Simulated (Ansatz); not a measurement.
System: N-difluoroboranylpropan-2-amine, C3H8BF2N, charge 0, multiplicity 1. 
Structure (B3LYP-D3(BJ)/def2-TZVP (Ansatz, an electronic-structure program) minimum search):
```
C
H 1 1.0912
N 1 1.4621 2 106.21
H 3 1.0090 1 114.91 2 180.00
B 3 1.3911 4 118.23 1 -180.00
F 5 1.3377 3 121.83 4 -180.00
F 5 1.3382 6 117.09 3 -180.00
C 1 1.5273 2 108.61 3 -119.15
H 8 1.0903 1 110.79 2 58.66
H 8 1.0914 9 108.53 1 121.94
H 8 1.0936 9 108.16 10 116.70
C 1 1.5273 2 108.61 3 119.15
H 12 1.0903 1 110.79 2 -58.66
H 12 1.0914 13 108.53 1 -121.94
H 12 1.0936 13 108.16 14 -116.70
```
Charge 0, spin multiplicity 1.

Basis-set convergence of Hartree-Fock and CCSD(T) correlation energies (hartree) with Ansatz. Valence correlation only, unless marked. No spin-orbit coupling. Non-relativistic.

```csv
basis,functions,E(HF),"E(corr, CCSD(T))"
aug-cc-pVDZ,233,-396.49919,-1.19768
aug-cc-pVTZ,506,?,?
```

### Question
Fill in the missing entries.

### Answer

- aug-cc-pVTZ, E(HF): -396.61258
- aug-cc-pVTZ, E(corr, CCSD(T)): -1.44535
